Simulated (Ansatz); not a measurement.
Reactions of CH7AlGeS, SMILES `[CH3][AlH][S][GeH3]`.

Calculated with Ansatz (gas phase, PBE0-D4/def2-TZVP geometries, no zero-point term in ΔE). CCSD(T)/CBS is the MP2 limit (def2-TZVPP, def2-QZVPP) plus CCSD(T) − MP2 in def2-TZVPP, frozen cores. This one scheme is used for every species, atoms too. Open shells (•) are unrestricted, without spin–orbit coupling. Spin–orbit coupling would lower the free atoms: a little for Al, C, S; clearly for Ge. Bonds to Ge are less sure, by a few kJ/mol each and by 10 to 20 or more in all where they break to atoms, as the def2 sets lack core-valence functions. Scalar relativity is left out up to krypton. Each species was taken in one conformer, which may not be the lowest.

Task: Order these by ΔE at CCSD(T)/CBS, lowest first. (Estimate.)
A. `[CH3][AlH][S][GeH3]` + `C=NC` → `C=N[CH2][GeH3]` + `[CH3][AlH][SH]`
B. `[CH3][AlH][S][GeH3]` → Al• + C• + Ge• + 7 H• + S•
C. `[CH3][AlH][S][GeH3]` + `BC(=C)O` → `BC(=C)[O][GeH3]` + `[CH3][AlH][SH]`
D. `[CH3][AlH][S][GeH3]` + `CBN` → `CB[NH][AlH][CH3]` + `[SH][GeH3]`
E. `[CH3][AlH][S][GeH3]` + `C[SiH2]O` → `C[SiH2][O][GeH3]` + `[CH3][AlH][SH]`

Result: E (+3.0 kcal/mol), C (+7.6 kcal/mol), D (+12.0 kcal/mol), A (+15.7 kcal/mol), B (+815.7 kcal/mol).

Largest T1 diagnostic: 0.018, for Al•.
